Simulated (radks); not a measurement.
Results of a calculation; reference values are marked as such.
The nitrogen anion N-, [He] 2s2 2p4, held by a Watson sphere: a shell of charge +1 at radius R that stands for the Madelung well of a crystal (potential energy -1/R inside, -1/r outside, in hartree with lengths in bohr). Level of theory: non-relativistic Kohn-Sham, LB94 model potential, spin-polarised, spherical densities, point nucleus; open shells are filled with parallel spins first (a radial shooting solver on a logarithmic mesh with Libxc functionals). Response by self-consistent Sternheimer equations with the Hartree and adiabatic LDA kernel. The sphere does not respond.

R (bohr)  e(2s down) (eV)  e(2p up) (eV)  e(2p down) (eV)  <r> 2p (bohr)  sum of <r^2> (bohr^2)  X-ray form factor at sin(theta)/lambda = 0.1 1/angstrom  alpha (bohr^3)
2.08              -21.251        -12.496          -10.703          1.610                  17.58                                                    6.878           11.91
2.29              -20.668        -11.969          -10.203          1.640                  18.12                                                    6.852           13.11
2.56              -19.984        -11.337           -9.595          1.675                  18.73                                                    6.823           14.70
2.59              -19.912        -11.269           -9.531          1.678                  18.79                                                    6.820           14.88
2.76              -19.522        -10.902           -9.174          1.697                  19.12                                                    6.806           15.89
3.96              -17.401         -8.843           -7.148          1.793                  20.71                                                    6.745           22.78

Estimate the row for R = 2.81 bohr.

Answer. e(2s down) (eV) -19.412; e(2p up) (eV) -10.797; e(2p down) (eV) -9.073; <r> 2p (bohr) 1.703; sum of <r^2> (bohr^2) 19.21; X-ray form factor at sin(theta)/lambda = 0.1 1/angstrom 6.802; alpha (bohr^3) 16.19.
